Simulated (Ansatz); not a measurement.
Molecule: sum formula SiBr2Cl, charge 0, multiplicity 2. It need not be the lowest isomer of its formula. 
Structure (B3LYP-D3(BJ)/def2-TZVP (Ansatz, an electronic-structure program) minimum search):
SMILES: Cl[Si](Br)Br
```xyz
4

Si     0.0118    -0.6722     0.3074
Cl    -0.3627    -1.9222    -1.2875
Br    -1.7139     0.7202     0.5806
Br     1.8853     0.4823    -0.0782
```
Charge 0, spin multiplicity 2.

Basis-set convergence of Hartree-Fock and CCSD correlation energies (hartree) with Ansatz. Correlated levels leave the core frozen unless marked. UHF or UKS for open shells. No spin-orbit coupling. Frozen are the shells of the preceding noble gas and the d and f shells that filled before the atom's block. No relativistic terms.

```json
[
 {"basis": "def2-SVP", "functions": "100", "E(HF)": "-5892.50710", "E(corr, CCSD)": "-0.47750"},
 {"basis": "def2-TZVPP", "functions": "180", "E(HF)": "-5893.40468", "E(corr, CCSD)": "-0.64471"},
 {"basis": "def2-QZVPP", "functions": "318", "E(HF)": "-5893.52490", "E(corr, CCSD)": "-0.70487"}
]
```

Extrapolating the two largest sets (X = 3 and 4) as X^-3: E(corr) = (64·(-0.70487) - 27·(-0.64471))/37 = -0.7488 Eh, an estimate of the basis-set limit. The largest set recovers 94.1 % of it, the smallest 63.8 %.
